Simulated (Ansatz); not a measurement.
Consider the formal exchange of groups at a B–C bond: `BC1(B)C[SiH2]1` + `[AlH2][O][SiH3]` → `[BH2][AlH][O][SiH3]` + `BC1C[SiH2]1`.

Calculated with Ansatz (gas phase, PBE0-D4/def2-TZVP geometries, no zero-point term in ΔE). CCSD(T)/CBS is the MP2 limit (def2-TZVPP, def2-QZVPP) plus CCSD(T) − MP2 in def2-TZVPP, frozen cores. DFT in def2-TZVPP. B3LYP here is the variant with VWN-RPA as its local correlation; programs differ in this. One conformer a species, not always the lowest.

| level | ΔE (kJ/mol) | difference from CCSD(T)/CBS |
| --- | --- | --- |
| PBE-D4 | 71.2 | -7.4 |
| r2SCAN-D4 | 77.2 | -1.4 |
| PBE0-D4 | 73.6 | -5.0 |
| B3LYP-D4 | 77.7 | -0.9 |
| ωB97X-V | 76.4 | -2.2 |
| ωB97M-V | 81.3 | 2.7 |
| B2PLYP | 77.9 | -0.7 |
| PBE | 67.3 | -11.3 |
| r2SCAN | 76.3 | -2.3 |
| PBE0 | 70.3 | -8.3 |
| B3LYP | 71.3 | -7.3 |
| HF/def2-TZVPP | 77.2 | -1.4 |
| MP2/def2-TZVPP | 88.9 | 10.3 |
| SCS-MP2/def2-TZVPP | 84.3 | 5.7 |
| CCSD/def2-TZVPP | 76.1 | -2.5 |
| CCSD(T)/def2-TZVPP | 77.8 | -0.8 |
| HF/def2-QZVPP | 77.8 | -0.8 |
| MP2/def2-QZVPP | 89.6 | 11.0 |
| SCS-MP2/def2-QZVPP | 84.9 | 6.3 |
| HF/CBS(def2) | 77.9 | -0.7 |
| MP2/CBS(def2) | 89.7 | 11.1 |
| CCSD/CBS(def2) | 76.9 | -1.7 |
| CCSD(T)/CBS | 78.6 | 0 |

Largest T1 diagnostic among the species: 0.012.

From PBE to PBE0 (25 % exact exchange), in def2-TZVPP and without D4, ΔE moves by +3.0 kJ/mol. The D4 term adds +6.4 kJ/mol with B3LYP and +3.3 kJ/mol with PBE0; it sums over pairs of atoms, weighted by their polarisabilities, and B3LYP, whose exchange is more repulsive, gets the larger term.
